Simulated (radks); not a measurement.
Species: Eu+. Configuration: [Xe] 4f6 6s2 (not the ground configuration). Method: scalar-relativistic Kohn-Sham, LDA (Slater exchange, Perdew-Wang correlation), spin-polarised, spherical densities, point nucleus; open shells are filled with parallel spins first (spin-orbit coupling, left out, can overturn this in heavy ions); computed with a radial shooting solver on a logarithmic mesh with Libxc functionals.

Unscreened Slater integrals over Kohn-Sham orbitals (cm^-1). They are taken over the spin-up orbitals.

F0(6s,6s): 55912
F0(6s,4f): 72602
G3(6s,4f): 2831.7
F0(6s,5p): 69004
G1(6s,5p): 5576.1
F0(6s,5s): 70136
G0(6s,5s): 3092.0
F0(4f,4f): 233970
F2(4f,4f): 109990
F4(4f,4f): 68762
F6(4f,4f): 49398
F0(4f,5p): 151070
F2(4f,5p): 53227
G2(4f,5p): 28345
G4(4f,5p): 21822
F0(4f,5s): 169180
G3(4f,5s): 32921
F0(5p,5p): 126450
F2(5p,5p): 68028
F0(5p,5s): 135190
G1(5p,5s): 90330
F0(5s,5s): 146560

Derived for the open shells (J is the average intra-shell exchange parameter used in DFT+U). 4f: F4/F2 = 0.625, F6/F2 = 0.449, J = (286 F2 + 195 F4 + 250 F6)/6435 = 8891 cm^-1.
